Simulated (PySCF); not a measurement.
Computed IR spectrum (relative IR intensity) of a molecule C₃H₅ClOSi. Geometry optimised at PBE-D3(BJ)/def2-SVP. Other conformers were not sampled. Computed with PBE-D3(BJ)/def2-SVP run with PySCF. Frequencies are harmonic and unscaled.

```tsv
ν (cm⁻¹)	relative intensity
243	2.3
419	2.5
454	26
542	48
639	6.4
676	16
702	26
727	11
745	53
831	38
839	100
892	3.1
940	15
1025	73
1060	12
1141	2.3
1175	74
1310	2.1
1350	4.2
1629	53
2223	74
2969	6.4
3152	7.9
```

Task: Which molecule gave these data?
(A) C#CC[Si@@H](O)Cl
(B) Cl[Si@@H]1CC=CO1
(C) [SiH3]OC=C=CCl
(D) C=C1OC[Si@H]1Cl

Result: B, Cl[Si@@H]1CC=CO1
